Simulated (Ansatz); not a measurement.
(1) Predict a relaxed structure of Hf2(OH)8 (Hf₂O₈H₈), charge 0, singlet, at PBE-D4/def2-SVP (Ansatz).

## Answers

(1) 
```xyz
18

Hf    0.809    1.626   -0.217
O     1.991    1.573   -1.803
O    -0.303    3.156   -0.707
O     1.835    2.194    1.340
O    -0.993    0.564    0.434
Hf   -0.754   -1.609    0.403
O    -2.699   -1.789    0.337
O    -0.268   -2.908   -1.005
O    -0.228   -2.295    2.150
O     1.035   -0.539   -0.244
H     2.182    2.195   -2.521
H    -0.927    3.793   -1.073
H     2.706    2.449    1.673
H    -1.828    1.006    0.661
H    -3.653   -1.820    0.209
H    -0.753   -3.607   -1.470
H     0.149   -3.028    2.653
H     1.699   -0.960   -0.818
```
 This is one stationary point.

In the def2 sets Hf takes a core potential; there is no spin–orbit coupling. The relaxation made no stability test and no search for a lower SCF solution.
